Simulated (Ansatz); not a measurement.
`[NH2][InH][Br]` and `[NH2][GaH][Br]` differ in one element.

Ansatz, PBE0-D4/def2-TZVP geometries, multiplicity 1. Each molecule was computed in one conformer, which needn't be the lowest.

Elements past krypton have def2 core potentials. Scalar relativity is left out up to krypton.

```
                             property  `[NH2][InH][Br]`
  HOMO energy (B3LYP/def2-TZVPP) / eV             -7.23
   LUMO energy (PBE0/def2-TZVPP) / eV             -1.27
  HOMO–LUMO gap (PBE/def2-TZVPP) / eV              4.16
    LUMO energy (PBE/def2-TZVPP) / eV             -1.98
HOMO–LUMO gap (B3LYP/def2-TZVPP) / eV              5.68
  LUMO energy (B3LYP/def2-TZVPP) / eV             -1.55
```

(1) Give the same properties after the change, and the shifts. (Best estimate.)

Results:

(1) The calculation gave: 
```json
{"property": "HOMO energy (B3LYP/def2-TZVPP) / eV", "`[NH2][GaH][Br]`": "-7.45", "shift": "-0.22"}
{"property": "LUMO energy (PBE0/def2-TZVPP) / eV", "`[NH2][GaH][Br]`": "-0.80", "shift": "0.47"}
{"property": "HOMO–LUMO gap (PBE/def2-TZVPP) / eV", "`[NH2][GaH][Br]`": "4.79", "shift": "0.63"}
{"property": "LUMO energy (PBE/def2-TZVPP) / eV", "`[NH2][GaH][Br]`": "-1.56", "shift": "0.42"}
{"property": "HOMO–LUMO gap (B3LYP/def2-TZVPP) / eV", "`[NH2][GaH][Br]`": "6.39", "shift": "0.71"}
{"property": "LUMO energy (B3LYP/def2-TZVPP) / eV", "`[NH2][GaH][Br]`": "-1.06", "shift": "0.49"}
```

With PBE0 the HOMO falls by 0.23 eV and the LUMO rises by 0.47 eV, so the gap widens by about 0.70 eV. PBE moves the HOMO by -0.21 eV and ωB97M-V by -0.23 eV.

B3LYP here is the variant with VWN-RPA as its local correlation; programs differ in this.

Spin–orbit coupling is left out; it splits and shifts lone-pair levels of the heavy atoms by tenths of an eV.
